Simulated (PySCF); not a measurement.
**A survey of 29Si NMR shifts**

[PySCF: shieldings: GIAO PBE0/pcSseg-1; GFN2-xTB geometry; non-relativistic Hamiltonian; gas phase; averaged over atoms made equivalent by symmetry, fast rotation or ring inversion; a single conformation]

Shieldings were converted by a linear fit to measured shifts: 29Si (scatter 8.9 ppm rms, 25.8 ppm with the 6 outliers that the fit left out vs TMS, solution or neat liquid). A few per cent of atoms miss by over 2 rms, more outside the fitted compound classes.

**Question.** Give the 29Si shifts of `CC#C[Si@@H](P)O[SiH3]`, `CC(C)(C)S[SiH2]C(F)(F)F`, `[SiH3][Si]1([SiH3])[SiH2]CS1`, `C[Si@@H](F)C[C@@H](F)[SiH2]O`, `N#CC[C@H](Cl)[SiH2]CC[SiH3]`, `CO[C@@H](F)[SiH2][SiH2]CF`, `C=C[Si@@H]([SiH2][SiH3])[SiH2]SC`, `CC(C)(CF)O[SiH2]O`.

**Answer.** 
| compound | environment | δ (ppm) |
| --- | --- | --- |
| [CH3:1][C:2]#[C:3][Si@@H:4]([PH2:5])[O:6][SiH3:7] | Si4: silicon bonded to C, O, P, H | -33.8 |
| [CH3:1][C:2]#[C:3][Si@@H:4]([PH2:5])[O:6][SiH3:7] | Si7: silicon bonded to O, 3 H | -42.6 |
| CC(C)(C)S[SiH2]C(F)(F)F | silicon bonded to C, S, 2 H | -40.7 |
| [SiH3:1][Si:2]1([SiH3:3])[SiH2:4][CH2:5][S:6]1 | Si2: silicon bonded to S, 3 Si, in a 4-membered ring | -22.7 |
| [SiH3:1][Si:2]1([SiH3:3])[SiH2:4][CH2:5][S:6]1 | Si4: silicon bonded to C, Si, 2 H, in a 4-membered ring | -39.3 |
| [SiH3:1][Si:2]1([SiH3:3])[SiH2:4][CH2:5][S:6]1 | Si1/3: silicon bonded to Si, 3 H (×2) | -94.1 |
| [CH3:1][Si@@H:2]([F:3])[CH2:4][C@@H:5]([F:6])[SiH2:7][OH:8] | Si2: silicon bonded to 2 C, F, H | 10.8 |
| [CH3:1][Si@@H:2]([F:3])[CH2:4][C@@H:5]([F:6])[SiH2:7][OH:8] | Si7: silicon bonded to C, O, 2 H | -27.2 |
| [N:1]#[C:2][CH2:3][C@H:4]([Cl:5])[SiH2:6][CH2:7][CH2:8][SiH3:9] | Si6: silicon bonded to 2 C, 2 H | -29.2 |
| [N:1]#[C:2][CH2:3][C@H:4]([Cl:5])[SiH2:6][CH2:7][CH2:8][SiH3:9] | Si9: silicon bonded to C, 3 H | -61.2 |
| [CH3:1][O:2][C@@H:3]([F:4])[SiH2:5][SiH2:6][CH2:7][F:8] | Si5: silicon bonded to C, Si, 2 H | -66.1 |
| [CH3:1][O:2][C@@H:3]([F:4])[SiH2:5][SiH2:6][CH2:7][F:8] | Si6: silicon bonded to C, Si, 2 H | -72.2 |
| [CH2:1]=[CH:2][Si@@H:3]([SiH2:4][SiH3:5])[SiH2:6][S:7][CH3:8] | Si6: silicon bonded to S, Si, 2 H | -45.7 |
| [CH2:1]=[CH:2][Si@@H:3]([SiH2:4][SiH3:5])[SiH2:6][S:7][CH3:8] | Si3: silicon bonded to C, 2 Si, H | -65.6 |
| [CH2:1]=[CH:2][Si@@H:3]([SiH2:4][SiH3:5])[SiH2:6][S:7][CH3:8] | Si5: silicon bonded to Si, 3 H | -103.3 |
| [CH2:1]=[CH:2][Si@@H:3]([SiH2:4][SiH3:5])[SiH2:6][S:7][CH3:8] | Si4: silicon bonded to 2 Si, 2 H | -106.6 |
| CC(C)(CF)O[SiH2]O | silicon bonded to 2 O, 2 H | -37.7 |
